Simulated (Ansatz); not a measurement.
A nudged elastic band was laid between two geometries of AlH3O3 + H2 (9 atoms, charge 0, multiplicity 1).

Method: RHF/cc-pVDZ in Ansatz.

| Item | Value |
| --- | --- |
| movable images | 7 |
| climbing image | yes |
| spring | 5.0 eV/Å² |
| optimiser | quadratic models (default) |
| start path | through a guess of the saddle point |
| force threshold | 0.05 eV/Å |
| iteration limit | 60 |
| end points | relaxed |

Initial state:

```xyz
9
Properties=species:S:1:pos:R:3
Al 0.031 -0.512 0.256
O -0.124 -0.701 1.943
H -0.914 -0.713 2.455
O 1.604 -0.573 -0.394
H 1.795 -0.502 -1.314
O -1.286 -0.319 -0.816
H -2.204 -0.284 -0.608
H -0.037 2.429 0.498
H 0.164 2.224 1.190
```

Final state:

```xyz
9
Properties=species:S:1:pos:R:3
Al 0.031 0.536 -0.134
O 0.018 0.124 1.854
H -0.820 -0.313 1.987
O 1.467 -0.151 -0.803
H 1.632 -1.072 -0.915
O -1.466 -0.371 -0.183
H -1.920 -0.657 -0.958
H 0.000 2.120 -0.120
H 0.087 0.833 2.481
```

Task: Which bonds break or form, and what moves?

Result: Bonds broken: H8–H9. Bonds formed: Al1–H8, O2–H9. AlH3O3 + H2 becomes AlH5O3.

Task: What energy profile does the band end with?

Result: The forces met the threshold. The highest image is number 4 of 0 to 8, 128.6 kJ/mol above the first end and 137.4 kJ/mol above the last; the last end lies 8.7 kJ/mol below the first. The profile has 2 maxima (images 1, 4) with wells between them (image 2): this band takes more than one step, which may be the mechanism or a detour left from its start path. A vibrational analysis at the climbing image gives one clearly imaginary mode, 1716i cm⁻¹: a first-order saddle point. The orbitals stay closed-shell, which can raise the energy where a bond breaks towards radicals; this wasn't checked here.

```json
{"image": "0", "path coordinate (Å)": "0.00", "energy (kJ/mol)": "0.0", "H8–H9 (Å)": "0.75", "Al1–H8 (Å)": "2.95", "O2–H9 (Å)": "3.03"}
{"image": "1", "path coordinate (Å)": "0.77", "energy (kJ/mol)": "7.6", "H8–H9 (Å)": "0.75", "Al1–H8 (Å)": "2.63", "O2–H9 (Å)": "2.91"}
{"image": "2", "path coordinate (Å)": "1.55", "energy (kJ/mol)": "0.6", "H8–H9 (Å)": "0.75", "Al1–H8 (Å)": "2.83", "O2–H9 (Å)": "2.75"}
{"image": "3", "path coordinate (Å)": "2.32", "energy (kJ/mol)": "17.9", "H8–H9 (Å)": "0.75", "Al1–H8 (Å)": "2.26", "O2–H9 (Å)": "2.08"}
{"image": "4", "path coordinate (Å)": "3.09", "energy (kJ/mol)": "128.6", "H8–H9 (Å)": "1.03", "Al1–H8 (Å)": "1.79", "O2–H9 (Å)": "1.24"}
{"image": "5", "path coordinate (Å)": "3.55", "energy (kJ/mol)": "48.9", "H8–H9 (Å)": "1.57", "Al1–H8 (Å)": "1.64", "O2–H9 (Å)": "0.98"}
{"image": "6", "path coordinate (Å)": "4.02", "energy (kJ/mol)": "10.1", "H8–H9 (Å)": "2.12", "Al1–H8 (Å)": "1.59", "O2–H9 (Å)": "0.95"}
{"image": "7", "path coordinate (Å)": "4.48", "energy (kJ/mol)": "-4.5", "H8–H9 (Å)": "2.56", "Al1–H8 (Å)": "1.59", "O2–H9 (Å)": "0.95"}
{"image": "8", "path coordinate (Å)": "4.95", "energy (kJ/mol)": "-8.7", "H8–H9 (Å)": "2.90", "Al1–H8 (Å)": "1.58", "O2–H9 (Å)": "0.95"}
```

Task: What is the geometry of the highest image?

Result: 
```xyz
9
Properties=species:S:1:pos:R:3
Al 0.002 0.098 0.147
O -0.017 0.121 1.992
H -0.750 -0.172 2.518
O 1.487 -0.285 -0.605
H 1.657 -0.911 -1.288
O -1.548 -0.360 -0.425
H -1.819 -0.530 -1.311
H 0.047 1.816 0.656
H -0.030 1.273 1.527
```

Time of the run: 4.8 min on 1 thread of Arm Neoverse V1, on a shared host, peak memory 0.16 GiB.
